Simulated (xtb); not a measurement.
C2H5S, doublet, geometry from GFN2-xTB; GFN2-xTB in xtb 6.7.1.

Input for xtb:
```
$ xtb mol.xyz --gfn 2 --uhf 1 --ohess --json

# file mol.xyz
8

C      1.48255365     0.65932309    -0.01655837
C     -0.03154429     0.78395239     0.00248490
S     -0.84471660    -0.82371473     0.00823708
H     -0.37104627     1.31200621     0.89543533
H     -0.39297317     1.31674827    -0.87896880
H      1.93395512     1.64948226    -0.01949031
H      1.83064329     0.11841436     0.86042594
H      1.80883038     0.12313177    -0.90475459
```

Output, abridged:

```
   ID    Z sym.   atoms
    1    6 C      1, 2
    2   16 S      3
    3    1 H      4-8

           -------------------------------------------------
          |                Calculation Setup                |
           -------------------------------------------------

           -------------------------------------------------
          |                 G F N 2 - x T B                 |
           -------------------------------------------------

          ...................................................
          :                      SETUP                      :
          :.................................................:
          :  # basis functions                  23          :
          :  # atomic orbitals                  22          :
          :  # shells                           12          :
          :  # electrons                        19          :
          :  max. iterations                   250          :
          :  Hamiltonian                  GFN2-xTB          :
          :  restarted?                      false          :
          :  GBSA solvation                  false          :
          :  PC potential                    false          :
          :  electronic temp.          300.0000000     K    :
          :  accuracy                    1.0000000          :
          :  -> integral cutoff          0.2500000E+02      :
          :  -> integral neglect         0.1000000E-07      :
          :  -> SCF convergence          0.1000000E-05 Eh   :
          :  -> wf. convergence          0.1000000E-03 e    :
          :  Broyden damping             0.4000000          :
          :  net charge                          0          :
          :  unpaired electrons                  1          :
          ...................................................

 iter      E             dE          RMSdq      gap      omega  full diag
   1    -10.1209135 -0.101209E+02  0.352E+00    5.87       0.0  T
   2    -10.1304467 -0.953324E-02  0.519E+00    5.48       1.0  T
   3    -10.1385019 -0.805515E-02  0.167E+00    5.54       1.0  T
   4    -10.1388729 -0.371066E-03  0.910E-01    5.58       1.0  T
   5    -10.1392842 -0.411300E-03  0.278E-01    5.53       1.0  T
   6    -10.1392902 -0.599250E-05  0.116E-01    5.54       1.0  T
   7    -10.1392971 -0.687102E-05  0.559E-02    5.53       1.0  T
   8    -10.1392970  0.108779E-06  0.573E-02    5.53       1.0  T
   9    -10.1392980 -0.105969E-05  0.187E-02    5.53       1.9  T
  10    -10.1392981 -0.115651E-06  0.352E-03    5.53      10.0  T
  11    -10.1392982 -0.408881E-08  0.738E-04    5.53      47.9  T
  12    -10.1392982 -0.126482E-09  0.351E-04    5.53     100.8  T

   *** convergence criteria satisfied after 12 iterations ***

         :::::::::::::::::::::::::::::::::::::::::::::::::::::
         ::                     SUMMARY                     ::
         :::::::::::::::::::::::::::::::::::::::::::::::::::::
         :: total energy             -10.031873179869 Eh    ::
         :: gradient norm              0.000022399342 Eh/a0 ::
         :: HOMO-LUMO gap              5.533890869346 eV    ::
         ::.................................................::
         :: SCC energy               -10.139297625011 Eh    ::
         :: -> isotropic ES            0.003374687336 Eh    ::
         :: -> anisotropic ES          0.001138216587 Eh    ::
         :: -> anisotropic XC          0.005310928224 Eh    ::
         :: -> dispersion             -0.003313996510 Eh    ::
         :: repulsion energy           0.107424445142 Eh    ::
         :: add. restraining           0.000000000000 Eh    ::
         :: total charge               0.000000000000 e     ::
         :::::::::::::::::::::::::::::::::::::::::::::::::::::

      -----------------------------------------------------------
     |                   =====================                   |
     |                        A N C O P T                        |
     |                   =====================                   |
     |               Approximate Normal Coordinate               |
     |                Rational Function Optimizer                |
      -----------------------------------------------------------
      -----------------------------------------------------------
     |                   =====================                   |
     |                        A N C O P T                        |
     |                   =====================                   |
     |               Approximate Normal Coordinate               |
     |                Rational Function Optimizer                |
      -----------------------------------------------------------

          ...................................................
          :                      SETUP                      :
          :.................................................:
          :   optimization level            normal          :
          :   max. optcycles                   200          :
          :   ANC micro-cycles                  20          :
          :   degrees of freedom                18          :
          :.................................................:
          :   RF solver                   davidson          :
          :   write xtbopt.log                true          :
          :   linear?                        false          :
          :   energy convergence         0.5000000E-05 Eh   :
          :   grad. convergence          0.1000000E-02 Eh/α :
          :   maxmium RF displ.          1.0000000          :
          :   Hlow (freq-cutoff)         0.1000000E-01      :
          :   Hmax (freq-cutoff)         5.0000000          :
          :   S6 in model hess.         20.0000000          :
          ...................................................

generating ANC from exact Hessian ...
Using Lindh-Hessian (1995)
 Shifting diagonal of input Hessian by    0.0000000000000000
 Lowest  eigenvalues of input Hessian
[...]
 * total energy  :   -10.0318732 Eh     change       -0.7716849E-10 Eh
   *** GEOMETRY OPTIMIZATION CONVERGED AFTER 1 ITERATIONS ***
         :: total energy             -10.031873179946 Eh    ::
[...]
                             6 H    0.979
     2   6 C    3.966 --     3 S    1.032     1 C    1.015     4 H    0.959
                             5 H    0.959
     3  16 S    1.084 --     2 C    1.032
     4   1 H    0.980 --     2 C    0.959
     5   1 H    0.980 --     2 C    0.959
     6   1 H    0.996 --     1 C    0.979
     7   1 H    0.996 --     1 C    0.986
     8   1 H    0.996 --     1 C    0.986
 ---------------------------------------------------------------------------

Topologies differ in total number of bonds
Writing topology from bond orders to xtbtopo.mol

molecular dipole:
                 x           y           z       tot (Debye)
 q only:        0.416       0.583      -0.004
   full:        0.524       0.859      -0.004       2.559
molecular quadrupole (traceless):
                xx          xy          yy          xz          yz          zz
 q only:        0.065      -0.565      -0.040      -0.003       0.007      -0.025
  q+dip:       -0.729      -1.859      -0.662       0.021       0.017       1.391
   full:       -0.525      -1.492      -0.417       0.014       0.015       0.942

           -------------------------------------------------
          |               Frequency Printout                |
           -------------------------------------------------
 projected vibrational frequencies (cm⁻¹)
eigval :       -0.00    -0.00     0.00     0.00     0.00     0.00
eigval :      214.08   300.24   704.22   762.13   994.09  1013.90
eigval :     1065.01  1208.80  1237.87  1402.90  1421.59  1483.66
eigval :     1491.88  2957.13  2967.78  3026.90  3040.39  3044.13
 reduced masses (amu)
   1: 19.00   2: 26.84   3: 21.86   4: 19.66   5: 12.00   6:  7.71   7:  2.49   8: 14.58
   9: 16.60  10:  2.82  11:  2.53  12:  4.45  13:  9.37  14:  3.37  15:  3.55  16:  2.82
  17:  2.03  18:  1.51  19:  1.57  20:  2.01  21:  1.46  22:  1.78  23:  1.96  24:  1.42
 IR intensities (km·mol⁻¹)
   1:  0.16   2:  1.35   3:  0.30   4:  3.95   5:  1.90   6:  0.05   7:  0.28   8:  1.50
   9: 15.85  10:  5.91  11:  1.22  12:  1.75  13:  1.16  14:  0.03  15: 11.15  16:  4.85
  17:  0.83  18:  6.58  19:  2.48  20:  6.35  21:  6.73  22: 25.90  23: 20.12  24: 10.60
 Raman intensities (Ä⁴*amu⁻¹)
   1:  0.00   2:  0.00   3:  0.00   4:  0.00   5:  0.00   6:  0.00   7:  0.00   8:  0.00
   9:  0.00  10:  0.00  11:  0.00  12:  0.00  13:  0.00  14:  0.00  15:  0.00  16:  0.00
  17:  0.00  18:  0.00  19:  0.00  20:  0.00  21:  0.00  22:  0.00  23:  0.00  24:  0.00
 output can be read by thermo (or use thermo option).
 writing <g98.out> molden fake output.
 recommended (thermochemical) frequency scaling factor: 1.0
           -------------------------------------------------
          |             Thermodynamic Functions             |
           -------------------------------------------------

cs  symmetry found (for desy threshold:  0.10E+00) used in thermo

          ...................................................
          :                      SETUP                      :
          :.................................................:
          :  # frequencies                          18      :
          :  # imaginary freq.                       0      :
          :  linear?                             false      :
          :  only rotor calc.                    false      :
          :  symmetry                               cs      :
          :  rotational number                       1      :
          :  scaling factor                  1.0000000      :
          :  rotor cutoff                   50.0000000 cm⁻¹ :
          :  imag. cutoff                  -20.0000000 cm⁻¹ :
          :.................................................:

    mode    ω/cm⁻¹     T·S(HO)/kcal·mol⁻¹    T·S(FR)/kcal·mol⁻¹   T·S(vib)
   ------------------------------------------------------------------------
       1    214.08    -0.59885 ( 99.70%)    -0.62537 (  0.30%)    -0.59893
   ------------------------------------------------------------------------

   temp. (K)  partition function   enthalpy   heat capacity  entropy
                                   cal/mol     cal/K/mol   cal/K/mol   J/K/mol
 298.15  VIB   2.22                  825.929      6.825      4.357
         ROT  0.289E+05              888.752      2.981     23.391
         INT  0.641E+05             1714.682      9.806     27.748
         TR   0.462E+27             1481.254      4.968     38.233
         TOT                        3195.9356    14.7737    65.9813   276.0658

       T/K    H(0)-H(T)+PV         H(T)/Eh          T*S/Eh         G(T)/Eh
   ------------------------------------------------------------------------
    298.15    0.509305E-02    0.696488E-01    0.313499E-01    0.382990E-01
   ------------------------------------------------------------------------

         :::::::::::::::::::::::::::::::::::::::::::::::::::::
         ::                  THERMODYNAMIC                  ::
         :::::::::::::::::::::::::::::::::::::::::::::::::::::
         :: total free energy          -9.993574187942 Eh   ::
         ::.................................................::
         :: total energy              -10.031873179946 Eh   ::
         :: zero point energy           0.064555797724 Eh   ::
         :: G(RRHO) w/o ZPVE           -0.026256805721 Eh   ::
         :: G(RRHO) contrib.            0.038298992003 Eh   ::
         :::::::::::::::::::::::::::::::::::::::::::::::::::::

optimized geometry written to: xtbopt.xyz

           -------------------------------------------------
          | TOTAL ENERGY              -10.031873179946 Eh   |
          | TOTAL ENTHALPY             -9.962224334715 Eh   |
          | TOTAL FREE ENERGY          -9.993574187942 Eh   |
          | GRADIENT NORM               0.000022400803 Eh/α |
          | HOMO-LUMO GAP               5.533890681100 eV   |
           -------------------------------------------------

normal termination of xtb
```
